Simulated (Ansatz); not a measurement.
C2H3CuFN, SMILES `CC#[N+][Cu-][F]`, 8 atoms. The species carries charge 0 and has multiplicity 1. For Cu the d shell is correlated and the shells below it are frozen. Scalar relativity is left out up to krypton. Hardware: A = 2 threads of a server CPU on a shared host; B = 2 threads of an AMD EPYC 7R13 on a shared host and a share of an NVIDIA H100 80 GB. Correlated methods freeze the cores.

Question: How many basis functions does each run have, and how long does it take in Ansatz? RHF-CCSD(T) with 3s3p of Cu, Zn/def2-TZVPP energy [B]; RKS ωB97M-V/def2-SVP energy [A]; RKS HSE06 (plane-wave form)-D4/def2-TZVPP energy [A]; RKS PBE0-D4/def2-TZVP relaxation (6 steps) [A]; RKS PBE0-D4/def2-SVP energy [A]; RHF-CCSD(T) with 3s3p of Cu, Zn/def2-SVP energy [A]; RKS r2SCANh-D4/def2-TZVPP energy [A]; RHF-CCSD(T) with 3s3p of Cu, Zn/def2-QZVPP energy [B]; RKS PBE0-D4/def2-QZVPP energy [B]; RKS ωB97M-V/def2-QZVPP energy [B]; direct RPA on PBE orbitals with 3s3p of Cu, Zn/def2-TZVPP energy [A]; RKS r2SCAN-D4/def2-TZVPP energy and forces [A]. (An estimate is asked.)

Answer: Computed: Other jobs shared the machine, so times are rough.

| level | job | functions | wall time | peak host memory (GiB) |
| --- | --- | --- | --- | --- |
| RKS PBE0-D4/def2-SVP | energy [A] | 102 | 5 s | 0.48 |
| RHF-CCSD(T) with 3s3p of Cu, Zn/def2-TZVPP | energy [B] | 230 | 8.5 s | 0.81 |
| RKS HSE06 (plane-wave form)-D4/def2-TZVPP | energy [A] | 230 | 9.1 s | 0.61 |
| RKS r2SCAN-D4/def2-TZVPP | energy and forces [A] | 230 | 9.1 s | 0.47 |
| RKS PBE0-D4/def2-QZVPP | energy [B] | 418 | 12 s | 0.91 |
| RKS r2SCANh-D4/def2-TZVPP | energy [A] | 230 | 13 s | 0.6 |
| RKS ωB97M-V/def2-QZVPP | energy [B] | 418 | 13 s | 1 |
| RKS ωB97M-V/def2-SVP | energy [A] | 102 | 14 s | 0.48 |
| direct RPA on PBE orbitals with 3s3p of Cu, Zn/def2-TZVPP | energy [A] | 230 | 14 s | 0.51 |
| RHF-CCSD(T) with 3s3p of Cu, Zn/def2-SVP | energy [A] | 102 | 20 s | 0.48 |
| RHF-CCSD(T) with 3s3p of Cu, Zn/def2-QZVPP | energy [B] | 418 | 37 s | 2 |
| RKS PBE0-D4/def2-TZVP | relaxation (6 steps) [A] | 187 | 69 s | 0.51 |
